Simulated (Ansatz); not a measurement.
Harmonic vibrations of `C[CH2][AlH][SeH]` by finite differences.

```yaml
crystal:
  periodic: [false, false, false]
  atoms:
    - {symbol: C, position_ang: [-0.898089, 1.004346, 0.067893]}
    - {symbol: C, position_ang: [0.194394, 0.320881, 0.885214]}
    - {symbol: Al, position_ang: [1.132938, -1.182020, 0.056823]}
    - {symbol: Se, position_ang: [0.599968, -1.893372, -2.088389]}
    - {symbol: H, position_ang: [-0.505558, 1.417002, -0.865480]}
    - {symbol: H, position_ang: [-1.362219, 1.830254, 0.614902]}
    - {symbol: H, position_ang: [-1.696645, 0.307524, -0.200995]}
    - {symbol: H, position_ang: [0.962807, 1.047918, 1.180900]}
    - {symbol: H, position_ang: [-0.212973, -0.047599, 1.836386]}
    - {symbol: H, position_ang: [2.291324, -1.996136, 0.768574]}
    - {symbol: H, position_ang: [-0.440648, -0.865897, -2.235228]}
basis:
  gaussian: {orbitals: def2-TZVP}
hamiltonian: {xc: pbe0, dispersion: d4}
phonons: {temperatures: {t_min: 298.15, t_max: 900, t_step: 200}}
```

```sh
$ ansatz run in.yaml --threads 4 --pin off --events-out ev --progress --plain
```

Shortened log:

```
Functional definition: PBE0
mean field -74123.36203615 eV, -2723.9833122091 hartree, gradient 4.8e-5 eV, S^2 0.000000; 0 other end points of the search recorded, 0 dependent functions left out
mean field -74123.36186936 eV, -2723.9833060797 hartree, gradient 2.4e-6 eV, S^2 0.000000; 0 other end points of the search recorded, 0 dependent functions left out
mean field -74123.36189269 eV, -2723.9833069370 hartree, gradient 2.3e-6 eV, S^2 0.000000; 0 other end points of the search recorded, 0 dependent functions left out
mean field -74123.36189659 eV, -2723.9833070805 hartree, gradient 2.4e-6 eV, S^2 0.000000; 0 other end points of the search recorded, 0 dependent functions left out
mean field -74123.36184912 eV, -2723.9833053359 hartree, gradient 2.4e-6 eV, S^2 0.000000; 0 other end points of the search recorded, 0 dependent functions left out
mean field -74123.36189526 eV, -2723.9833070314 hartree, gradient 2.4e-6 eV, S^2 0.000000; 0 other end points of the search recorded, 0 dependent functions left out
mean field -74123.36185322 eV, -2723.9833054867 hartree, gradient 2.3e-6 eV, S^2 0.000000; 0 other end points of the search recorded, 0 dependent functions left out
mean field -74123.36189531 eV, -2723.9833070336 hartree, gradient 2.3e-6 eV, S^2 0.000000; 0 other end points of the search recorded, 0 dependent functions left out
mean field -74123.36191322 eV, -2723.9833076918 hartree, gradient 2.4e-6 eV, S^2 0.000000; 0 other end points of the search recorded, 0 dependent functions left out
mean field -74123.36193714 eV, -2723.9833085708 hartree, gradient 2.4e-6 eV, S^2 0.000000; 0 other end points of the search recorded, 0 dependent functions left out
mean field -74123.36189379 eV, -2723.9833069777 hartree, gradient 2.3e-6 eV, S^2 0.000000; 0 other end points of the search recorded, 0 dependent functions left out
mean field -74123.36192896 eV, -2723.9833082699 hartree, gradient 2.4e-6 eV, S^2 0.000000; 0 other end points of the search recorded, 0 dependent functions left out
mean field -74123.36187824 eV, -2723.9833064061 hartree, gradient 2.4e-6 eV, S^2 0.000000; 0 other end points of the search recorded, 0 dependent functions left out
mean field -74123.36201406 eV, -2723.9833113976 hartree, gradient 2.4e-6 eV, S^2 0.000000; 0 other end points of the search recorded, 0 dependent functions left out
mean field -74123.36196581 eV, -2723.9833096242 hartree, gradient 2.4e-6 eV, S^2 0.000000; 0 other end points of the search recorded, 0 dependent functions left out
mean field -74123.36197344 eV, -2723.9833099048 hartree, gradient 2.4e-6 eV, S^2 0.000000; 0 other end points of the search recorded, 0 dependent functions left out
mean field -74123.36199830 eV, -2723.9833108182 hartree, gradient 2.4e-6 eV, S^2 0.000000; 0 other end points of the search recorded, 0 dependent functions left out
mean field -74123.36198263 eV, -2723.9833102425 hartree, gradient 2.4e-6 eV, S^2 0.000000; 0 other end points of the search recorded, 0 dependent functions left out
mean field -74123.36197783 eV, -2723.9833100660 hartree, gradient 2.4e-6 eV, S^2 0.000000; 0 other end points of the search recorded, 0 dependent functions left out
mean field -74123.36200780 eV, -2723.9833111672 hartree, gradient 2.3e-6 eV, S^2 0.000000; 0 other end points of the search recorded, 0 dependent functions left out
mean field -74123.36198921 eV, -2723.9833104841 hartree, gradient 2.4e-6 eV, S^2 0.000000; 0 other end points of the search recorded, 0 dependent functions left out
mean field -74123.36195137 eV, -2723.9833090935 hartree, gradient 2.4e-6 eV, S^2 0.000000; 0 other end points of the search recorded, 0 dependent functions left out
mean field -74123.36204053 eV, -2723.9833123700 hartree, gradient 2.3e-6 eV, S^2 0.000000; 0 other end points of the search recorded, 0 dependent functions left out
mean field -74123.36194850 eV, -2723.9833089882 hartree, gradient 2.4e-6 eV, S^2 0.000000; 0 other end points of the search recorded, 0 dependent functions left out
mean field -74123.36205645 eV, -2723.9833129552 hartree, gradient 2.4e-6 eV, S^2 0.000000; 0 other end points of the search recorded, 0 dependent functions left out
mean field -74123.36200230 eV, -2723.9833109652 hartree, gradient 2.4e-6 eV, S^2 0.000000; 0 other end points of the search recorded, 0 dependent functions left out
mean field -74123.36201500 eV, -2723.9833114319 hartree, gradient 2.4e-6 eV, S^2 0.000000; 0 other end points of the search recorded, 0 dependent functions left out
mean field -74123.36201780 eV, -2723.9833115349 hartree, gradient 2.3e-6 eV, S^2 0.000000; 0 other end points of the search recorded, 0 dependent functions left out
mean field -74123.36200099 eV, -2723.9833109172 hartree, gradient 2.4e-6 eV, S^2 0.000000; 0 other end points of the search recorded, 0 dependent functions left out
mean field -74123.36196096 eV, -2723.9833094462 hartree, gradient 2.4e-6 eV, S^2 0.000000; 0 other end points of the search recorded, 0 dependent functions left out
mean field -74123.36195520 eV, -2723.9833092343 hartree, gradient 2.4e-6 eV, S^2 0.000000; 0 other end points of the search recorded, 0 dependent functions left out
mean field -74123.36200007 eV, -2723.9833108834 hartree, gradient 2.4e-6 eV, S^2 0.000000; 0 other end points of the search recorded, 0 dependent functions left out
mean field -74123.36201287 eV, -2723.9833113536 hartree, gradient 2.4e-6 eV, S^2 0.000000; 0 other end points of the search recorded, 0 dependent functions left out
mean field -74123.36197847 eV, -2723.9833100897 hartree, gradient 2.4e-6 eV, S^2 0.000000; 0 other end points of the search recorded, 0 dependent functions left out
mean field -74123.36196650 eV, -2723.9833096494 hartree, gradient 2.4e-6 eV, S^2 0.000000; 0 other end points of the search recorded, 0 dependent functions left out
mean field -74123.36199717 eV, -2723.9833107766 hartree, gradient 2.4e-6 eV, S^2 0.000000; 0 other end points of the search recorded, 0 dependent functions left out
mean field -74123.36199908 eV, -2723.9833108468 hartree, gradient 2.4e-6 eV, S^2 0.000000; 0 other end points of the search recorded, 0 dependent functions left out
mean field -74123.36196831 eV, -2723.9833097162 hartree, gradient 2.4e-6 eV, S^2 0.000000; 0 other end points of the search recorded, 0 dependent functions left out
mean field -74123.36198172 eV, -2723.9833102087 hartree, gradient 2.3e-6 eV, S^2 0.000000; 0 other end points of the search recorded, 0 dependent functions left out
mean field -74123.36199350 eV, -2723.9833106418 hartree, gradient 2.4e-6 eV, S^2 0.000000; 0 other end points of the search recorded, 0 dependent functions left out
mean field -74123.36197504 eV, -2723.9833099634 hartree, gradient 2.4e-6 eV, S^2 0.000000; 0 other end points of the search recorded, 0 dependent functions left out
mean field -74123.36201950 eV, -2723.9833115973 hartree, gradient 2.3e-6 eV, S^2 0.000000; 0 other end points of the search recorded, 0 dependent functions left out
mean field -74123.36201419 eV, -2723.9833114022 hartree, gradient 2.4e-6 eV, S^2 0.000000; 0 other end points of the search recorded, 0 dependent functions left out
mean field -74123.36197968 eV, -2723.9833101340 hartree, gradient 2.4e-6 eV, S^2 0.000000; 0 other end points of the search recorded, 0 dependent functions left out
mean field -74123.36198403 eV, -2723.9833102938 hartree, gradient 2.4e-6 eV, S^2 0.000000; 0 other end points of the search recorded, 0 dependent functions left out
mean field -74123.36198541 eV, -2723.9833103444 hartree, gradient 2.4e-6 eV, S^2 0.000000; 0 other end points of the search recorded, 0 dependent functions left out
mean field -74123.36198334 eV, -2723.9833102684 hartree, gradient 2.4e-6 eV, S^2 0.000000; 0 other end points of the search recorded, 0 dependent functions left out
mean field -74123.36202074 eV, -2723.9833116431 hartree, gradient 2.4e-6 eV, S^2 0.000000; 0 other end points of the search recorded, 0 dependent functions left out
mean field -74123.36201405 eV, -2723.9833113971 hartree, gradient 2.4e-6 eV, S^2 0.000000; 0 other end points of the search recorded, 0 dependent functions left out
mean field -74123.36200883 eV, -2723.9833112050 hartree, gradient 2.4e-6 eV, S^2 0.000000; 0 other end points of the search recorded, 0 dependent functions left out
mean field -74123.36200972 eV, -2723.9833112380 hartree, gradient 2.4e-6 eV, S^2 0.000000; 0 other end points of the search recorded, 0 dependent functions left out
mean field -74123.36202078 eV, -2723.9833116445 hartree, gradient 2.4e-6 eV, S^2 0.000000; 0 other end points of the search recorded, 0 dependent functions left out
mean field -74123.36200987 eV, -2723.9833112436 hartree, gradient 2.4e-6 eV, S^2 0.000000; 0 other end points of the search recorded, 0 dependent functions left out
mean field -74123.36196234 eV, -2723.9833094966 hartree, gradient 2.4e-6 eV, S^2 0.000000; 0 other end points of the search recorded, 0 dependent functions left out
mean field -74123.36195571 eV, -2723.9833092529 hartree, gradient 2.4e-6 eV, S^2 0.000000; 0 other end points of the search recorded, 0 dependent functions left out
mean field -74123.36201823 eV, -2723.9833115507 hartree, gradient 2.4e-6 eV, S^2 0.000000; 0 other end points of the search recorded, 0 dependent functions left out
mean field -74123.36200765 eV, -2723.9833111617 hartree, gradient 2.4e-6 eV, S^2 0.000000; 0 other end points of the search recorded, 0 dependent functions left out
mean field -74123.36201486 eV, -2723.9833114269 hartree, gradient 2.4e-6 eV, S^2 0.000000; 0 other end points of the search recorded, 0 dependent functions left out
mean field -74123.36203087 eV, -2723.9833120152 hartree, gradient 2.4e-6 eV, S^2 0.000000; 0 other end points of the search recorded, 0 dependent functions left out
mean field -74123.36202858 eV, -2723.9833119311 hartree, gradient 2.4e-6 eV, S^2 0.000000; 0 other end points of the search recorded, 0 dependent functions left out
mean field -74123.36202090 eV, -2723.9833116487 hartree, gradient 2.4e-6 eV, S^2 0.000000; 0 other end points of the search recorded, 0 dependent functions left out
mean field -74123.36200526 eV, -2723.9833110739 hartree, gradient 2.4e-6 eV, S^2 0.000000; 0 other end points of the search recorded, 0 dependent functions left out
mean field -74123.36199728 eV, -2723.9833107806 hartree, gradient 2.4e-6 eV, S^2 0.000000; 0 other end points of the search recorded, 0 dependent functions left out
mean field -74123.36199199 eV, -2723.9833105863 hartree, gradient 2.4e-6 eV, S^2 0.000000; 0 other end points of the search recorded, 0 dependent functions left out
mean field -74123.36201307 eV, -2723.9833113610 hartree, gradient 2.4e-6 eV, S^2 0.000000; 0 other end points of the search recorded, 0 dependent functions left out
mean field -74123.36202220 eV, -2723.9833116966 hartree, gradient 2.4e-6 eV, S^2 0.000000; 0 other end points of the search recorded, 0 dependent functions left out
mean field -74123.36204199 eV, -2723.9833124238 hartree, gradient 2.4e-6 eV, S^2 0.000000; 0 other end points of the search recorded, 0 dependent functions left out
Total energy: -74123.55437244 eV, -2723.9903804374 hartree
Atom 0 at    -0.898089     1.004346     0.067893 Å, force     0.002636    -0.000468     0.004753 eV/Å
Atom 1 at     0.194394     0.320881     0.885214 Å, force    -0.002947     0.001427    -0.000789 eV/Å
Atom 2 at     1.132938    -1.182020     0.056823 Å, force     0.003177     0.001417    -0.000074 eV/Å
Atom 3 at     0.599968    -1.893372    -2.088389 Å, force    -0.000824    -0.000267    -0.000345 eV/Å
Atom 4 at    -0.505558     1.417002    -0.865480 Å, force    -0.000410    -0.000833    -0.000113 eV/Å
Atom 5 at    -1.362219     1.830254     0.614902 Å, force    -0.000626    -0.000189    -0.001116 eV/Å
Atom 6 at    -1.696645     0.307524    -0.200995 Å, force     0.000442     0.000399    -0.000852 eV/Å
Atom 7 at     0.962807     1.047918     1.180900 Å, force    -0.000635    -0.001106    -0.000373 eV/Å
Atom 8 at    -0.212973    -0.047599     1.836386 Å, force     0.000224     0.000809    -0.000584 eV/Å
Atom 9 at     2.291324    -1.996136     0.768574 Å, force    -0.001990    -0.000381    -0.001077 eV/Å
Atom 10 at    -0.440648    -0.865897    -2.235228 Å, force     0.000952    -0.000810     0.000570 eV/Å
Dipole moment:    -0.127205     0.267858     0.221128 e Å
Vibrations: 68.94 96.78 195.56 265.79 275.94 366.82 431.18 526.10 582.64 605.59 699.40 927.04 964.59 1043.34 1221.08 1251.53 1407.03 1432.47 1492.10 1500.69 1929.33 2438.99 3017.33 3036.93 3051.91 3099.77 3109.26 cm⁻¹, zero-point energy 2.172086 eV
```

Run time 110 s (4 threads of a server CPU on a shared host); peak host memory 0.57 GiB.
